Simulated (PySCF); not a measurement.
Some cells of this table were withheld.

```
no.              species (SMILES)  atoms  electrons  dipole moment (D)  HOMO energy (eV)  LUMO energy (eV)  smallest rotational constant (GHz)
  1      CC([SiH3])([SiH3])OC(F)F     18         82                  ?             -8.24              0.17                               0.820
  2                  CC(C)CPCCC#N     23         78               4.05             -7.24                 ?                               0.412
  3  [SiH3]N[C@@H]1C=CCC[Si@H]1Cl     21         94               2.12             -6.63                 ?                               0.513
  4                  S[SiH]1OCCO1     12         64               2.66                 ?              0.18                               1.417
  5          C=N[SiH2][C@@H](F)CC     17         64               1.36             -7.11                 ?                               1.263
```

Levels: PBE0/pcSseg-1 for dipole moment, HOMO energy and LUMO energy; GFN2-xTB for smallest rotational constant. Geometries: GFN2-xTB. Species are written as SMILES; each is one conformer at its optimised geometry, gas phase, non-relativistic unless stated. Electronic properties by PySCF.

Dipoles, sizes and rotational constants follow the conformer. The torsions of the flexible species, by atom-mapped SMILES:
- `[CH3:1][C:2]([SiH3:3])([SiH3:4])[O:5][CH:6]([F:7])[F:8]`: C1–C2–O5–C6 71°, C2–O5–C6–F7 86°
- `[CH3:1][CH:2]([CH3:3])[CH2:4][PH:5][CH2:6][CH2:7][C:8]#[N:9]`: C1–C2–C4–P5 -65°, C2–C4–P5–C6 -169°, C4–P5–C6–C7 168°, P5–C6–C7–C8 178°
- `[CH2:1]=[N:2][SiH2:3][C@@H:4]([F:5])[CH2:6][CH3:7]`: C1–N2–Si3–C4 114°, N2–Si3–C4–F5 -90°, Si3–C4–C6–C7 65°

The conformers of `[SiH3]N[C@@H]1C=CCC[Si@H]1Cl` and `S[SiH]1OCCO1` aren't listed.

Problem. What is the dipole moment in row 1?

Solution. 3.08 D.

Problem. What is the LUMO energy in row 2?

Solution. 0.15 eV.

Problem. What is the LUMO energy in row 3?

Solution. 0.04 eV.

Problem. Row 4: the HOMO energy?

Solution. -7.71 eV.

Problem. What is the LUMO energy in row 5?

Solution. -0.98 eV.

Problem. In the completed table, which rows hold the lowest and the highest dipole moment, and what is the mean?

Solution. Row 5 the lowest (1.36 D), row 2 the highest (4.05 D); the mean over the 5 rows is 2.65 D.

Problem. In the completed table, which rows hold the lowest and the highest smallest rotational constant, and what is the mean?

Solution. Row 2 the lowest (0.412 GHz), row 4 the highest (1.417 GHz); the mean over the 5 rows is 0.885 GHz.

Problem. What is the HOMO–LUMO gap, row by row?

Solution. row 1: 8.41, row 2: 7.39, row 3: 6.67, row 4: 7.89, row 5: 6.13 eV.
